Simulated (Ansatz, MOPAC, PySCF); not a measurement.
Process, species as SMILES: [O-][SiH](O)O → O[Si-](O)O

Wanted: isomerisation energy (enthalpy at 298 K), in kcal/mol. Terms: dispersion terms only where a functional's name holds one; non-relativistic; valence correlation only; no spin-orbit coupling. CBS(X,Y): correlation extrapolated as X^-3; Hartree-Fock from the larger set. First-principles rows: single points at B3LYP-D3(BJ) geometries (Ansatz, a program for electronic structure), with unscaled harmonic terms from B3LYP/6-31G* (Ansatz) at its own minima. Semi-empirical rows: MOPAC heats of formation at their own minima for 298 K. Sets without +, aug- or the D of def2-TZVPD hold no diffuse functions, which anions need.

```tsv
species	coefficient	E at BP86/def2-SVP (PySCF), Eh	E at B3LYP/def2-TZVPD (Ansatz), Eh	H(298 K) - E, kcal/mol	heat of formation at MNDO (MOPAC), kcal/mol
[O-][SiH](O)O	-1	-516.87291	-517.29977	28.91	-213.88
O[Si-](O)O	+1	-516.84060	-517.25767	29.48	-226.98
```

Coupled cluster (Ansatz) is a level with limits of its own, used here on species with T1 under 0.025 (0.045 for open shells) and stable references: CCSD(T)/CBS(aug-cc-pV(T+d)Z,aug-cc-pV(Q+d)Z). Value to compare with, CCSD(T)/CBS(aug-cc-pV(T+d)Z,aug-cc-pV(Q+d)Z) (Ansatz): 28.9 kcal/mol. 1 Eh = 627.5095 kcal/mol.

Task: Compute it at each level from the table, and compare with CCSD(T)/CBS(aug-cc-pV(T+d)Z,aug-cc-pV(Q+d)Z) (Ansatz).

Result: 
- BP86/def2-SVP: the sum of coefficient times E is 0.03231 Eh, or 20.27 kcal/mol; the thermal terms add 0.57. Result: 20.8 kcal/mol. Its difference against CCSD(T)/CBS(aug-cc-pV(T+d)Z,aug-cc-pV(Q+d)Z) (Ansatz) is -8.1 kcal/mol.
- B3LYP/def2-TZVPD: the sum of coefficient times E is 0.04210 Eh, or 26.42 kcal/mol; the thermal terms add 0.57. Result: 27.0 kcal/mol. Its difference against CCSD(T)/CBS(aug-cc-pV(T+d)Z,aug-cc-pV(Q+d)Z) (Ansatz) is -1.9 kcal/mol.
- MNDO: the sum of coefficient times heat of formation is -13.10 kcal/mol; it needs no thermal term. Its difference against CCSD(T)/CBS(aug-cc-pV(T+d)Z,aug-cc-pV(Q+d)Z) (Ansatz) is -42.0 kcal/mol.
